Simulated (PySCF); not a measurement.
Correlation energy of Xe⁺ (xenon, charge +1)

[Kr] 4d10 5s2 5p4 5d1, one real determinant (an excited configuration). Computed with PySCF 2.14 in aug-cc-pwCVDZ-PP with ECP28MDF (6s5p4d1f, 48 functions), with a scalar-relativistic core potential. Frozen: 4s2 4p6 4d10; 7 electrons correlated.

| level | correlation energy (mhartree) |
| --- | --- |
| CCSD | -85.46 |
| (T) | -3.94 |
| CCSD(T) | -89.40 |

Diagnostics: T1 = 0.0058, D1 = 0.0189, largest double amplitude 0.188.

The real determinant used has ⟨L²⟩ near 8 against 12 for a pure F term, so it mixes terms. The outer electron is Rydberg-like, and this basis confines it to a smaller radius and binds it less than a complete one would. A double-excitation amplitude exceeds 0.15, a sign of near-degeneracy.

Cost of the coupled-cluster step: roughly 1.1 core-seconds, for 7 correlated electrons.

Iterations:

```
CC2 = 0
CCSD nocc = (np.int64(5), np.int64(2)), nmo = (39, 39)
frozen orbitals [[0, 1, 2, 3, 4, 5, 6, 7, 8], [0, 1, 2, 3, 4, 5, 6, 7, 8]]
max_cycle = 100
direct = 0
conv_tol = 1e-08
conv_tol_normt = 1e-06
diis_space = 8
diis_start_cycle = 0
Init t2, MP2 energy = -0.0666385206359844
Init E_corr(UCCSD) = -0.0666385206437857
cycle = 1  E_corr(UCCSD) = -0.0778704396853891  dE = -0.011231919  norm(t1,t2) = 0.0432036
cycle = 2  E_corr(UCCSD) = -0.0806479563677067  dE = -0.00277751668  norm(t1,t2) = 0.0253886
cycle = 3  E_corr(UCCSD) = -0.0831018589015389  dE = -0.00245390253  norm(t1,t2) = 0.0209971
cycle = 4  E_corr(UCCSD) = -0.0850101520091041  dE = -0.00190829311  norm(t1,t2) = 0.0157357
cycle = 5  E_corr(UCCSD) = -0.0854584554403696  dE = -0.000448303431  norm(t1,t2) = 0.00314882
cycle = 6  E_corr(UCCSD) = -0.0854488720297988  dE = 9.58341057e-06  norm(t1,t2) = 0.000514821
cycle = 7  E_corr(UCCSD) = -0.0854584400129578  dE = -9.56798316e-06  norm(t1,t2) = 0.000111146
cycle = 8  E_corr(UCCSD) = -0.0854554256320866  dE = 3.01438087e-06  norm(t1,t2) = 2.48807e-05
cycle = 9  E_corr(UCCSD) = -0.0854556047171011  dE = -1.79085015e-07  norm(t1,t2) = 5.88739e-06
cycle = 10  E_corr(UCCSD) = -0.0854556782208148  dE = -7.35037136e-08  norm(t1,t2) = 1.2337e-06
cycle = 11  E_corr(UCCSD) = -0.0854556861872053  dE = -7.96639052e-09  norm(t1,t2) = 2.89499e-07
UCCSD converged
E(UCCSD) = -327.5239129205681  E_corr = -0.08545568618720528
UCCSD(T) correction = -0.00393528066114367
```

The reference is one real determinant that mixes LS terms of this configuration.
